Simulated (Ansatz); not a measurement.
`CO[SiH](C)F` + H–F → `C[SiH](F)F` + CH₃OH at 400 K and 1 bar (ligand exchange at the Si–O bond).

Calculated with Ansatz (gas phase, PBE0-D4/def2-TZVP geometries, no zero-point term in ΔE). CCSD(T)/CBS is the MP2 limit (def2-TZVPP, def2-QZVPP) plus CCSD(T) − MP2 in def2-TZVPP, frozen cores. This one scheme is used for every species. Each species was taken in one conformer, which may not be the lowest.

```csv
species,CCSD(T)/CBS energy (Eh),H − E (kJ/mol),S (J/(mol·K))
`CO[SiH](C)F`,-544.48370,274.3,392.7
H–F,-100.39570,36.5,182.2
`C[SiH](F)F`,-529.27654,160.8,332.8
CH₃OH,-115.61712,151.2,252.6
```

H − E and S are ideal-gas, rigid-rotor, harmonic terms from PBE0-D4/def2-TZVP, for one conformer and one mirror image of each species. 1 Eh = 2625.50 kJ/mol, R = 8.31446 J/(mol·K).

By hand: ΔE, ΔH, ΔS and ΔG.

ΔE = (-529.27654) + (-115.61712) − (-544.48370) − (-100.39570) = -0.01426 Eh = -37.4 kJ/mol. Δ(H − E) = 160.8 + 151.2 − 274.3 − 36.5 = 1.2, so ΔH = -36.2 kJ/mol. ΔS = 332.8 + 252.6 − 392.7 − 182.2 = 10.5 J/(mol·K). ΔG = -36.2 − 400 × (10.5)/1000 = -40.4 kJ/mol.

By hand: the equilibrium constant, and the temperature at which ΔG would vanish if ΔH and ΔS stayed fixed.

log₁₀ K = −ΔG/(RT ln 10) = 5.3. ΔH and −TΔS have one sign here, so there is no such temperature.

The number of gas molecules stays the same, so ΔS is small and ΔH decides. A doubt of 5 kJ/mol in ΔE shifts log₁₀ K by 0.7 here. Other conformers and mirror images would add mixing entropy, several J/(mol·K) or more a flexible species. These are equilibria of isolated gas molecules and say nothing of rates. Largest T1 diagnostic: 0.011 (customary marks: 0.02 for closed shells, 0.045 for open ones).

ΔS is within the doubt of such terms, so its sign, and with it that verdict, could turn.
